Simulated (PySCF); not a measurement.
Compound: C7H8NO (doublet state).
Structure used (GFN2-xTB), in Å, numbered top down from 1:
```xyz
17
C7H8NO angstrom
C     -3.7488    0.7961    0.4948
C     -2.6697    0.4948    0.0651
C     -1.3686    0.2191   -0.5011
O     -0.8042    0.9755   -1.2671
N     -0.8706   -0.9823   -0.1079
C      0.4548   -1.4073   -0.4698
C      1.4791   -1.0657    0.6303
C      2.0697    0.0805    0.7288
C      2.1557    1.3840    0.0986
H     -4.6952    1.0403    0.8795
H     -1.3548   -1.4935    0.6141
H      0.4555   -2.4845   -0.6468
H      0.7206   -0.8767   -1.3858
H      1.6457   -1.8596    1.3459
H      1.3845    1.4970   -0.6750
H      3.1373    1.5244   -0.3534
H      2.0018    2.1700    0.8387
```

The hyperfine couplings belong to this conformer and change with its torsions.

Identity: `C#CC(=O)NC/C=[C]\C` [radical].

Level of theory: PySCF, UKS B3LYP, pcH-1 on C H N O, non-relativistic, mean-field spin-orbit, GIAO. Isolated species at its GFN2-xTB geometry (one conformer only). The geometry wasn't refined by DFT: couplings that depend on bond lengths, twists or pyramidal angles can differ widely from those at the functional's own minimum. Stability of the SCF solution: not tested.

**Question.** What is the g tensor, term by term?

**Answer.** 
```json
{"Δg (ppm)": "relativistic mass correction", "1": "-154", "2": "-154", "3": "-154"}
{"Δg (ppm)": "gauge correction", "1": "36", "2": "3", "3": "-14"}
{"Δg (ppm)": "orbital Zeeman/spin–orbit", "1": "-506", "2": "-54", "3": "828"}
{"Δg (ppm)": "total", "1": "-624", "2": "-205", "3": "660"}
```

So g = 2.00169, 2.00211, 2.00298 and g_iso = 2.00226; the tensor is rhombic: the two nearest values differ by 33 % of g3 − g1. Axes: g1 points within 12° of the C8–C9 bond and g2 points within 8° of the C6–C7 bond.

**Question.** How much does each term add to the isotropic shift?

**Answer.** The mass correction -154, the orbital-Zeeman/spin–orbit term 89 and the gauge correction 8 ppm, for a total of -56 ppm. The mass correction is the largest in size. The mass correction is the same along every axis, so the anisotropy comes from the other two: their spans along these axes are 50 (gauge) and 1334 ppm (orbital Zeeman/spin–orbit).

**Question.** At 94.158 GHz, how far is the centre of the isotropic spectrum from where a free electron (g = 2.002319) resonates?

**Answer.** B = hν/(g μB) with μB/h = 13.99624 MHz/mT gives 3359.79 mT for the free electron and 3359.89 mT at g_iso, 0.09 mT higher.

**Question.** In a frozen sample, at which fields do the three g values resonate at 9.5, 34, 94 and 263 GHz (hyperfine left aside), and which band first spreads them over more than twice a line width of 1.0 mT?

**Answer.** 
```
band    GHz  B(g3) mT  B(g2) mT  B(g1) mT  spread mT
   X    9.5    338.87    339.02    339.09       0.22
   Q   34.0   1212.80   1213.33   1213.58       0.78
   W   94.0   3353.05   3354.50   3355.20       2.15
   J  263.0   9381.40   9385.46   9387.42       6.02
```

The spread grows in proportion to the frequency. W band is the first where it exceeds 2.0 mT.

The Mulliken spin populations are largest on C8 (+0.98), C7 (-0.16), C6 (+0.08) and H15 (+0.07). C8 is the only atom above +0.15.

The HOMO–LUMO gaps are 4.54 eV among the α and 5.10 eV among the β orbitals.

On an Arm Neoverse V1 with one thread, shared host with 32 logical CPUs at a one-minute load of 31, this took 1.9 min (with the writing of density and orbital grids) and 1.1 GiB of memory at its peak.
